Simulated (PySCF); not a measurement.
A structure optimised at PBE-D3(BJ)/def2-SVP, used in a PySCF frequency run:

```
C
H 1 1.1109
H 1 1.1123 2 107.05
C 1 1.5068 2 108.60 3 -118.48
C 4 1.3417 1 124.98 2 -4.20
F 5 1.3482 4 122.58 1 1.13
H 4 1.1018 5 116.68 6 179.49
H 5 1.1026 4 125.02 7 -1.02
C 1 1.5089 2 109.84 3 118.38
C 9 1.3437 1 125.15 2 -120.89
H 10 1.1011 9 121.59 1 -179.72
H 10 1.1034 11 117.05 9 179.62
H 9 1.1054 10 119.37 11 -0.87
```
Charge 0, spin multiplicity 1.

**Question.** Write its SMILES and formula.

**Answer.** C=CC/C=C\F, C5H7F

**Question.** What are its rotational constants (standard atomic weights)?

**Answer.** 11.740, 1.5306, 1.4583 GHz
